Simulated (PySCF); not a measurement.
# Adding and removing an electron: HBr

RHF-CCSD; basis H def2-TZVPPD, Br def2-TZVPPD; no relativity; PySCF 2.14. Neutral (RHF): singlet (closed shell), Re = 1.413 Å, ωe = 2695 cm⁻¹, De = 3.96 eV.

HBr⁺ (UHF): doublet (π ↑), Re = 1.445 Å, ωe = 2493 cm⁻¹, De = 3.96 eV to H + Br⁺. The energies at the minima are -2573.30179 hartree for HBr and -2572.87523 for HBr⁺.

Task: Work out the adiabatic ionisation energy, without and with harmonic zero-point energies (1 hartree = 27.2114 eV, 1 eV = 8065.5 cm⁻¹), and the change of the bond length.

Result: At CCSD: 0.42656 hartree = 11.607 eV between the minima; the zero-point term (2493.0 − 2695.0)/2 cm⁻¹ = -0.013 eV makes it 11.595 eV. Re changes by +3.2 pm against the neutral. The electron leaves a π orbital, which is non-bonding in a hydride.

Correlated steps freeze 9 core orbitals. Spin–orbit coupling is left out. For an ion De counts to the pair picked by the measured ionisation energies or electron affinities, which need not be the lowest pair at this level. Where the molecule has an RHF reference, its open-shell atoms are computed with UHF. States were picked by a PBE0 search and need not be the measured ground states.

Neutral and ion stand on different kinds of reference determinant, which adds to the error of the difference.
